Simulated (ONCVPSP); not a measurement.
# Pseudopotential generation for phosphorus (P): ONCV, PBEsol, scalar-relativistic.

P (Z = 15), optimised norm-conserving Vanderbilt (ONCV), made with ONCVPSP 4.0.1 (PBEsol, scalar-relativistic). Core [He], reference 2s2 2p6 3s2 3p3. Waves: 2s+3s: rc 1.05 bohr, ncon 4, nbas 9, qcut 11.2 1/bohr, 3 projectors, debl 2.5 Ha; 2p+3p: rc 0.90 bohr, ncon 4, nbas 8, qcut 19.2 1/bohr, 2 projectors; d scattering state at 0.15 Ha: rc 1.00 bohr, ncon 3, nbas 6, qcut 10 1/bohr, 2 projectors, debl 0.5 Ha. Local part: polynomial inside 0.70 bohr (lpopt 5, dvloc0 3 Ha). Core correction: Teter function, fcfact 5, rcfact 1.4.

* Cutoffs needed: 121 Ha and 139 Ha (the cutoffs (Ha) at which the residual kinetic energy of the hardest occupied pseudo-wave falls to 1 and 0.1 mHa per electron)
* Ghost test: no bound ghost flagged; no localised positive-energy state flagged
* Largest excitation error: +482 meV (all-electron minus pseudo) for 2s2 2p5 3s2 3p3, out of 4 test configurations
* rms error of d²Exc/dni dnj: 2.03 mHa without and 1.88 mHa with the model core
